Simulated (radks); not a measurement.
Computed order of ionisation of xenon. At each step one electron was removed from each of the four highest sub-shells of the ion before, moves of one valence electron (up to charge 6) and the configuration listed by NIST were tried, and the lowest configuration was kept. All-electron calculation, scalar-relativistic Kohn-Sham, PBE, spin-polarised, spherical densities, finite nucleus; Fermi nuclear charge, rms radius of each element as measured or else 0.836 A^(1/3) + 0.57 fm. Program: a radial shooting solver on a logarithmic mesh with Libxc functionals. Open shells are filled with parallel spins first.

species,lowest configuration found,NIST configuration,margin to the next tried (eV),IE (eV),NIST IE (eV),kind
Xe,[Xe],same,-,12.359,12.130,exp.
Xe+,[Kr] 4d10 5s2 5p5,same,12.111,21.105,20.975,semi-emp.
Xe2+,[Kr] 4d10 5s2 5p4,same,12.731,30.403,31.05,semi-emp.
Xe3+,[Kr] 4d10 5s2 5p3,same,13.399,43.369,42.2,exp.
Xe4+,[Kr] 4d10 5s2 5p2,same,10.891,54.209,54.1,semi-emp.
Xe5+,[Kr] 4d10 5s2 5p1,same,12.294,65.296,66.70,exp.
Xe6+,[Kr] 4d10 5s2,same,13.982,92.544,91.6,semi-emp.
Xe7+,[Kr] 4d10 5s1,same,53.239,107.02,105.98,exp.
Xe8+,[Kr] 4d10,same,55.295,179.85,179.8,exp.
Xe9+,[Kr] 4d9,same,83.868,204.43,202,theory
Xe10+,[Kr] 4d8,same,84.778,229.70,229.0,semi-emp.
Xe11+,[Kr] 4d7,same,85.658,255.59,255,theory
Xe12+,[Kr] 4d6,same,86.503,282.03,281,theory
Xe13+,[Kr] 4d5,same,87.308,316.82,314,theory

Reference values: NIST Atomic Spectra Database (exp. = measured, semi-emp. = semi-empirical, theory = theoretical value adopted there). Open shells are spherical and high-spin; term and fine-structure splittings are not resolved. Spin-orbit splitting is averaged out at the scalar-relativistic level.
